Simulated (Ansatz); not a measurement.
MgF3⁻. Charge -1, multiplicity 1. Geometry relaxed at r2SCAN-D4/def2-TZVPD.

```xyz
4

Mg   -0.001   -0.001   -0.001
F     0.369   -1.718    0.469
F    -1.336    0.904    0.838
F     0.968    0.814   -1.306
```

The structure comes from a short search, and lower isomers may exist.

Estimate the harmonic wavenumbers at RKS r2SCAN-D4/def2-TZVPD (Ansatz, unscaled). Is this a minimum?

183, 183, 240, 476, 660, 661 cm⁻¹. Yes, no mode is imaginary beyond noise. Zero-point energy 14.4 kJ/mol. Hardware: 4 threads of Arm Neoverse V1 on a shared host. Wall time 23 s.
